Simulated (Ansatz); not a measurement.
CH6BNOSn, 11 atoms. Total charge 0; spin multiplicity 1. Correlated methods include outer-core shells of Sn, which these sets cover unevenly. Sn takes the def2 core potential. The bonds changed during the relaxation, so this is another structure than the one it started from. All runs use 4 threads of a server CPU on a shared host. Correlated methods freeze the cores.

Task: How many basis functions does each run have, and how long does it take in Ansatz? RKS BHLYP-D4/def2-TZVPP energy; RKS PBE0-D4/def2-SVP energy; RKS ωB97M-V/def2-SVP energy; RKS revPBE-D4/def2-TZVPP energy; RHF-CCSD(T)/def2-SVP energy; RKS PBE0-D4/def2-TZVP frequencies; RKS PBE-D4/def2-TZVPP energy and forces; RHF-MP2/def2-QZVPP energy; RKS PBE0-D4/def2-QZVPP energy; RHF-CCSD(T)/def2-TZVPP energy; RKS B2PLYP (frozen core)/def2-TZVPP energy; RKS PBE0-D4/def2-TZVP relaxation (20 steps). (Estimate.)

Result: Ansatz gave: Other jobs shared the machine, so times are rough.

```
                              level                    job  functions  wall time  peak host memory (GiB)
               RKS PBE0-D4/def2-SVP                 energy        112      1.1 s                    0.29
           RKS revPBE-D4/def2-TZVPP                 energy        258      1.9 s                    0.35
              RKS PBE-D4/def2-TZVPP      energy and forces        258      2.1 s                    0.35
            RKS BHLYP-D4/def2-TZVPP                 energy        258      3.4 s                    0.71
               RKS ωB97M-V/def2-SVP                 energy        112      3.5 s                    0.39
RKS B2PLYP (frozen core)/def2-TZVPP                 energy        258        6 s                    0.76
             RKS PBE0-D4/def2-QZVPP                 energy        490        8 s                     1.8
               RHF-CCSD(T)/def2-SVP                 energy        112       11 s                    0.68
                 RHF-MP2/def2-QZVPP                 energy        490       25 s                     3.2
              RKS PBE0-D4/def2-TZVP  relaxation (20 steps)        210       81 s                    0.64
             RHF-CCSD(T)/def2-TZVPP                 energy        258      3 min                     6.8
              RKS PBE0-D4/def2-TZVP            frequencies        210    3.6 min                    0.64
```
